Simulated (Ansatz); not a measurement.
Saddle point of TiNH$_{3}$OF$_{2}$, closed shell (TiNH₃OF₂ ([NH2][Ti]([OH])([F])[F]) → TiOF₂ ([O][Ti]([F])[F]) + NH₃ (still joined by a long Ti–N bond); bonds formed: N2–H4; bonds broken: O3–H4; bonds weakened to dative contacts: Ti1–N2), PBE0-D4/def2-TZVP structure:

```tsv
atom	x (Å)	y (Å)	z (Å)
Ti1	-0.8218	-0.3568	-0.2515
N2	0.8007	0.6228	0.4677
O3	0.4012	-1.2474	-1.0274
H4	1.0373	-0.4330	-0.3964
F5	-1.8088	0.6145	-1.3511
F6	-1.7030	-1.2705	0.9795
H7	1.0190	1.5554	0.1447
H8	1.0755	0.5151	1.4344
```

Energies are electronic, without zero-point energy. Barriers and step energies count from the start structure reached by relaxing down the imaginary mode; all methods use the PBE0-D4 structures, on which another method's saddle can fall below an end. Program: Ansatz 0.2.0. Basis: def2-TZVPP, with def2-QZVPP for the basis limit. Cores are frozen in the correlated methods. B3LYP uses VWN-RPA correlation. Extrapolation: Hartree–Fock as exp(−7.88 √X), correlation as X^−2.97.

| method | barrier (eV) | step energy (eV) |
| --- | --- | --- |
| SPW92 | 0.991 | 0.092 |
| PBE-D4 | 1.128 | -0.024 |
| BLYP-D4 | 1.257 | -0.023 |
| r2SCAN-D4 | 1.238 | 0.037 |
| B97M-V | 1.393 | 0.037 |
| PBE0-D4 | ? | 0.020 |
| B3LYP-D4 | 1.355 | 0.014 |
| r2SCAN0-D4 | 1.335 | 0.068 |
| BHLYP-D4 | ? | 0.107 |
| CAM-B3LYP-D4 | 1.366 | 0.016 |
| wB97X-V | 1.332 | -0.042 |
| wB97M-V | 1.344 | -0.009 |
| B2PLYP | 1.227 | -0.303 |
| PBE-QIDH | 1.208 | -0.265 |
| RPA on PBE | 1.244 | -0.200 |
| HF | 1.922 | 0.317 |
| MP2 | ? | -0.690 |
| CCSD | 1.387 | -0.101 |
| CCSD(T) | 1.237 | -0.261 |

(1) Fill in the withheld barriers. (To be estimated.)

No T1 diagnostic of these runs exceeds 0.025.

Answers

(1) By the calculation: BHLYP-D4 1.537; PBE0-D4 1.263; MP2 1.020 eV. Each is the energy of the saddle less that of the start structure, by the same method.

For comparison, the barrier by CCSD(T) at an estimated basis limit (MP2 extrapolated from triple and quadruple zeta, plus CCSD(T) − MP2 in triple zeta) is 1.230 eV.

Labels in which every atom is bracketed show which atoms are joined, not bond orders.

For scale, one of the runs: CCSD(T)/def2-TZVPP, 230 basis functions, launched by `ansatz run in.yaml --threads 8 --pin off --events-out ev --progress --plain --max-ram 19148MiB`. Time: 38 s of wall clock on 8 CPU threads of an AMD EPYC 9R45; the host was shared. Peak host memory: 4.7 GiB.
